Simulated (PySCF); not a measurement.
C₃H₆AlNO, SMILES [CH3][Al]([CH3])[N]=C=O.

Geometry optimised at r2SCAN-D4/def2-SVP. A frequency run showed that this geometry is not a minimum. The structure was generated by enumeration; whether it is a known compound was not checked. Other conformers were not sampled.

All values below come from TDA-PBE/def2-SVPD (PySCF).

Vertical excitations. Isolated molecule, no solvent.

Computed excitation energies, oscillator strengths and character:
| state | energy (eV) | λ (nm) | f | main pairs |
|---|---|---|---|---|
| S1 | 4.94 | 251 | 0.000 | HOMO→LUMO 100 % |
| S2 | 5.76 | 215 | 0.052 | HOMO→LUMO+1 63 %, HOMO−2→LUMO 34 % |
| S3 | 5.77 | 215 | 0.028 | HOMO−2→LUMO 65 %, HOMO→LUMO+1 33 % |
| S4 | 5.94 | 209 | 0.096 | HOMO−1→LUMO 90 % |
| S5 | 6.25 | 198 | 0.008 | HOMO−1→LUMO+1 99 % |
| S6 | 6.49 | 191 | 0.036 | HOMO−2→LUMO+1 97 % |
| S7 | 6.94 | 179 | 0.013 | HOMO→LUMO+3 99 % |
| S8 | 6.98 | 178 | 0.044 | HOMO−3→LUMO 96 % |
| S9 | 7.03 | 176 | 0.152 | HOMO→LUMO+2 77 % |
| S10 | 7.39 | 168 | 0.000 | HOMO−1→LUMO+2 51 %, HOMO→LUMO+4 49 % |
| T1 | 4.76 | 260 | 0 | HOMO→LUMO 99 % |
| T2 | 5.29 | 234 | 0 | HOMO−1→LUMO 99 % |
| T3 | 5.47 | 227 | 0 | HOMO→LUMO+1 99 % |
| T4 | 5.57 | 223 | 0 | HOMO−2→LUMO 99 % |
Triplets are in the Tamm–Dancoff approximation.
